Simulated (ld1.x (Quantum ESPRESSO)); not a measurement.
Varying the TM semilocal potential for Sb

Base potential:

| Item | Value |
| --- | --- |
| Element | Sb (Z = 51) |
| Generator | ld1.x (Quantum ESPRESSO) 7.5 |
| Type | norm-conserving Troullier–Martins (semilocal form) |
| Functional | PBE |
| Relativity | scalar-relativistic |
| Frozen core | [Kr] 4d10 |
| Valence charge | 5 |
| Reference configuration | 5s1.5 5p3.5 |
| Partial waves | 5s (bound): rc 1.70 bohr; 5p (bound): rc 2.25 bohr; 5d channel at 0.4 Ry: rc 2.20 bohr |
| Local potential | the d channel |
| Core correction | Bessel-smoothed model core, default radius (core density twice the valence density) |

Cutoffs, loose and tight: the cutoffs (Ry, on a coarse ladder) from which the occupation-weighted sum of valence levels, in a spherical-Bessel basis at the reference potential, stays within 10 and 1 mRy of its value at 400 Ry. They do not see the model core or the augmentation charge, which bear on the density cutoff. Test errors are all-electron minus pseudo excitation energies from the reference, over the configurations 5s2 5p3; 5s2 5p2; 5s2 5p1; 5s2 5p0; 5s1 5p0; 5s2 5p2.5; 5s0 5p5. A dash means not determined; rows that change the core or the reference have their own tests. The largest error is taken over the tests solved by every variant that gives reliable tests at all: 5s0 5p5; 5s2 5p1; 5s2 5p2; 5s2 5p2.5; 5s2 5p3.

A true bound ghost makes a file unfit for plane-wave use even where its test errors are small: the radial tests pick states by their node count and pass the ghost by. Where a test does run into it, the solver fails or the error is huge.

In the semilocal form every listed channel keeps its own potential, so the choice of the local channel does not act on these tests. It acts once the file is put into the separable form.

A semilocal file is local in each channel, so a ghost entry of none says nothing of the separable form that plane-wave codes build from it.

The default core radius of the base comes out at 1.64 bohr.

| change | outcome | cutoff, loose | cutoff, tight | bound ghosts | largest test error (meV) |
| --- | --- | --- | --- | --- | --- |
| base | generated | 25 Ry | 55 Ry | none | -32 |
| all radii but the core radius scaled by about 1.41 (s 2.40, p 3.18, d 3.12 bohr) | generated | 12 Ry | 30 Ry | none | -36 |
| wave 5s (bound): rc 1.70 bohr becomes 5s (bound): rc 1.02 bohr | failed: the pseudo-atom did not reach self-consistency | – | – | – | – |
| core correction Bessel-smoothed model core inside 1.98 bohr | generated | 25 Ry | 55 Ry | none | -30 |
| form changed from semilocal to separable (Kleinman–Bylander), still TM; local potential all-electron potential smoothed inside 1.80 bohr (lloc = -1) | generated | 30 Ry | 50 Ry | s | -41 |
| local potential the p channel | generated | 25 Ry | 55 Ry | none | -32 |
| wave 5d channel at 0.4 Ry: rc 2.20 bohr becomes 5d channel at 0.35 Ry: rc 2.20 bohr | generated | 25 Ry | 55 Ry | none | -32 |
| core [Kr], valence charge 15; reference 4d10 5s2 5p2.5; waves now 5p (bound): rc 2.15 bohr; 4d (bound): rc 1.05 bohr; 4f channel at 0.2 Ry: rc 1.65 bohr; 5s (bound): rc 2.05 bohr; local potential the s channel; core correction Bessel-smoothed model core inside 0.95 bohr | generated | 110 Ry | 160 Ry | none | -315 |
